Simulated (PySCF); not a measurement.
AlCl, singlet, at a GFN2-xTB geometry (such geometries of metal compounds can be far from the true shape).

Input for PySCF:
```python
from pyscf import gto, scf, dft

mol = gto.M(
    atom='''
Al   -0.00000000   -0.00000000   -1.15413952
Cl    0.00000000    0.00000000    0.88257728
''',
    basis='6-31g*',
    verbose=4,
)

mf = dft.RKS(mol)
mf.xc = 'b3lyp'
mf.kernel()
```

Question: What does this run give for the number of basis functions, dipole moment, total energy?

Answer: 
```
Property                         Result
-------------------------  ------------
number of basis functions            36
dipole moment                    0.95 D
total energy               -702.6776 Eh
```
